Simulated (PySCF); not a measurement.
F3GeHSe, SMILES [F][Ge]([F])([F])[SeH].

Geometry optimised at B3LYP-D3(BJ)/def2-SVP. The structure was generated by enumeration, and PubChem lists no compound with its InChIKey, so it may never have been made. The values are those of a single conformer.

Two levels are set side by side: TDA-PBE/def2-SVPD (PySCF) and TDA-LC-ωPBE/def2-SVPD (PySCF). Vertical, same geometry. The lowest singlet is HOMO→LUMO 100 % with PBE and HOMO→LUMO 79 %, HOMO→LUMO+1 17 % with the other functional; states are paired by order. Differences are taken from unrounded values.

```tsv
quantity	TDA-PBE
lowest singlet excitation (eV)	4.34
lowest triplet excitation (TDA) (eV)	3.87
first bright state (f over 0.05) (eV)	6.72
its oscillator strength	0.06
```

Task: These are the TDA-PBE values. What does TDA-LC-ωPBE give? (Estimate from the structure and the level; the computed values follow.)

Result: 
| quantity | TDA-LC-ωPBE | TDA-PBE minus TDA-LC-ωPBE |
|---|---|---|
| lowest singlet excitation (eV) | 5.07 | -0.73 |
| lowest triplet excitation (TDA) (eV) | 4.49 | -0.62 |
| first bright state (f over 0.05) (eV) | 7.76 | -1.04 |
| its oscillator strength | 0.07 | -0.01 |

A lower first singlet is the usual sign of a functional without exact exchange. Differences between two approximate levels are no errors against the true value.

Rough cost on one machine, each run with all the roots and properties that it gave: TDA-LC-ωPBE against TDA-PBE about 2 times.
